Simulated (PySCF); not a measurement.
**Field gradients at the hydrogen positions**

Species: C₅H₁₂OSi.
Cartesian coordinates in Å at the PBE0-D3(BJ)/def2-SVP level; atoms count from 1:
```xyz
19
C5H12OSi angstrom
C      3.012    0.093    0.202
O      1.775    0.740    0.152
Si     0.495    0.235   -0.800
C     -0.959    1.395   -0.511
C     -2.117    0.450   -0.148
C     -1.557   -0.751    0.624
C     -0.365   -1.323   -0.162
H      3.698    0.680    0.834
H      2.937   -0.921    0.638
H      3.474   -0.004   -0.799
H      0.985    0.108   -2.212
H     -1.197    2.068   -1.348
H     -0.691    2.034    0.349
H     -2.905    0.964    0.427
H     -2.597    0.084   -1.073
H     -2.336   -1.508    0.810
H     -1.211   -0.409    1.616
H      0.271   -1.989    0.443
H     -0.723   -1.917   -1.022
```

Level: PBE0/pcSseg-1 (PySCF, non-relativistic); Q(2H) = 0.00286 b; rigid geometry, the same for H and D, with no vibrational averaging.

Question: Rank these positions by the coupling χzz of a deuteron there, largest first.
A. H11 (Si–H hydrogen)
B. H9 (methyl hydrogen)
C. H17 (methylene hydrogen)
D. H19 (methylene hydrogen)
E. H18 (methylene hydrogen)

Answer: E (201 kHz), D (195 kHz), C (190 kHz), B (185 kHz), A (91 kHz).

Tabulate Vzz, the asymmetry η and χzz = 234.96 MHz × Q × Vzz for every hydrogen position.

| atom | bonded to | bond length (Å) | Vzz (au) | η | χzz (kHz) |
| --- | --- | --- | --- | --- | --- |
| H8 | C1 | 1.101 | 0.2842 | 0.07 | 191 |
| H9 | C1 | 1.106 | 0.2747 | 0.08 | 185 |
| H10 | C1 | 1.107 | 0.2732 | 0.08 | 184 |
| H11 | Si3 | 1.500 | 0.1356 | 0.03 | 91 |
| H12 | C4 | 1.100 | 0.2999 | 0.04 | 202 |
| H13 | C4 | 1.104 | 0.2900 | 0.04 | 195 |
| H14 | C5 | 1.102 | 0.2893 | 0.01 | 194 |
| H15 | C5 | 1.105 | 0.2829 | 0.01 | 190 |
| H16 | C6 | 1.102 | 0.2893 | 0.01 | 194 |
| H17 | C6 | 1.105 | 0.2821 | 0.01 | 190 |
| H18 | C7 | 1.101 | 0.2995 | 0.04 | 201 |
| H19 | C7 | 1.105 | 0.2908 | 0.04 | 195 |

Average by the element that carries the hydrogen.

on C: 193 kHz over 11 positions, mean bond length 1.103 Å; on Si: 91 kHz over 1 position, mean bond length 1.500 Å.

Give the 2H NMR doublet splittings at H8 for a magnetic field along the z, y and x axes of the gradient: 3χ/2, 3χ(1 + η)/4, 3χ(1 − η)/4.

With |χ| = 191.0 kHz and η = 0.069: 286, 153 and 133 kHz, to first order and without motion.

The structure is a single PBE0-D3(BJ)/def2-SVP conformer in the gas phase; no vibrational or solvent corrections. With a basis this small, the couplings can be 20 % off.
